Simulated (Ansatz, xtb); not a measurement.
Species: CaF₂, charge -1, multiplicity 2. SMILES of the parent species: [Ca]([F])[F]
Coordinates optimised at B3LYP-D3(BJ)/def2-TZVP (Ansatz, an electronic-structure program):
```xyz
3

Ca    -0.2108     0.2672     0.3420
F      0.0269     1.0359    -1.5492
F      0.4416    -1.6296     0.7893
```
Charge -1, spin multiplicity 2.

Harmonic wavenumbers from GFN2-xTB (xtb, at its own minimum), cm⁻¹: 57, 320, 442.

Give the harmonic wavenumbers at B3LYP-D3(BJ)/def2-TZVP (Ansatz, finite differences of forces, unscaled).

124, 472, 505 cm⁻¹. Zero-point energy 1.6 kcal/mol.

From these and the geometry, give the ideal-gas thermochemistry at 298.15 K and 1 atm (rigid rotor, harmonic oscillator).

Point group C2v, rotational symmetry number 2. Rotational constants 24.98, 4.174, 3.576 GHz. S(trans) 38.98, S(rot) 22.89, S(vib) 4.42, S(elec, spin only) 1.38, S 67.7 cal/(mol K). H(298) - H(0) 3.10 kcal/mol; G - E(el) -15.5 kcal/mol.
